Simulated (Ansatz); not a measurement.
The cluster Al2Ni⁻, relaxed as a doublet with UKS r2SCAN-D4/def2-TZVPD in Ansatz, starting from the GFN2-xTB geometry. Force threshold 0.02 eV/Å.

The charge -1 doublet is spin-contaminated (final ⟨S²⟩ up to 0.87, 0.75 for a pure state). The highest occupied level of the charge -1 doublet lies above zero (up to 0.63 eV). By energy differences its removal costs 1.35 eV (vertical, to the charge 0 singlet, at r2SCAN-D4/def2-TZVPD); a positive level beside a positive removal energy at the same level points to self-interaction error. The relaxation made no stability test and no search for a lower SCF solution. The order of the spin states hangs on the level: the quartet lies 0.10 eV below the doublet at PBE0-D4/def2-TZVPD, but 0.44 eV above it at r2SCAN-D4/def2-TZVPD. The doublet is doubtful at PBE0-D4/def2-TZVPD (⟨S²⟩ 1.25, where a pure state has 0.75). The structure comes from a short search, and lower isomers may exist.

Start:

Cartesian coordinates in Å:
```
Ni 0.618 0.074 0.489
Al 0.752 -1.104 -1.422
Al -1.370 1.031 0.933
```

**Question.** Estimate the energy that the relaxation releases and the steps that it takes.

**Answer.** 0.89 eV, in 7 steps; 84 s on 4 threads of Arm Neoverse V2 on a shared host. No frequencies were taken in this run, so the end may be a saddle point.

**Question.** Does the start keep its bonding and symmetry?

**Answer.** Bonds formed: Al2–Al3 (atoms count from 1). Point group C2v at the start, C2v at the end, both within 0.05 Å.

**Question.** Predict the relaxed structure.

**Answer.** 
```
atom   x (Å)   y (Å)   z (Å)
 Ni1   0.950   0.113   0.753
 Al2   0.232  -0.769  -1.162
 Al3  -1.182   0.655   0.409
```
Bond lengths (bridged metal pairs left out): 2 × Al–Ni 2.23 Å; 1 × Al–Al 2.55 Å.
